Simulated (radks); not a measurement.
Spherical jellium clusters: N electrons in a uniform positive sphere of charge N and radius rs N^(1/3), rs = 2.79 bohr. Calculated with a radial shooting solver with Libxc functionals: non-relativistic Kohn-Sham, PBE, spin-polarised, spherical densities. Levels are named by radial order and angular momentum (1s, 1p, 1d, 2s, ...), and open shells are averaged over m.

N = 40, configuration 1s2 1p6 1d10 2s2 1f14 2p6. This is the lowest configuration that the search found. Occupied and some empty levels:

level  occupation  eigenvalue (eV)  <r> (bohr)
1s              2          -8.4152       5.927
1p              6          -7.4163       6.830
1d             10          -6.0830       7.487
2s              2          -5.1886       5.994
1f             14          -4.4881       8.051
2p              6          -3.3798       7.176
1g              0          -2.6901       8.612
2d              0          -1.6256       8.793
3s              0          -1.4038       9.261

Energy (eV): total -61.7604, kinetic 132.64, external -5376.0, Hartree 2643.5, exchange-correlation -199.59, background 2737.8.

Electron density:

r (bohr)  n(r) (e/bohr^3)
0.697            0.009169
1.47              0.01031
2.25              0.01150
3.02              0.01208
3.80              0.01188
4.58              0.01130
5.35              0.01096
6.13              0.01108
6.90              0.01117
7.68              0.01034
8.45             0.008186
9.23             0.005318
10.0             0.002862
10.8             0.001342
11.6            0.0005855
12.3            0.0002508
13.1            0.0001050
13.9           0.00004429
14.7           0.00001838
15.4            7.687e-06
